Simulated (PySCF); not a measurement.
The numbers are results of TPSSh-D3(BJ)/def2-TZVP (PySCF), not measurements. Isolated molecules, 0 K electronic values unless said otherwise. One relaxed conformer stands for a flexible species; it need not be the lowest. Excitations are Tamm–Dancoff values on a coarser integration grid. The basis has no diffuse functions, so Rydberg states are missing or too high.

Reference species (SMILES): `C(=C)/C=C/F` (C–C–C–C torsion 180°) (neutral, multiplicity 1).

```yaml
T1 excitation (TDA): 3.17 eV
LUMO: -1.22 eV
```

Changed species: `C=CC(=C)F` (C–C–C–F torsion 0°).

What does the change do to the T1 excitation (TDA) and LUMO?

the T1 excitation (TDA) decreases by 0.02 eV, to 3.15 eV; the LUMO falls by 0.30 eV, to -1.52 eV.
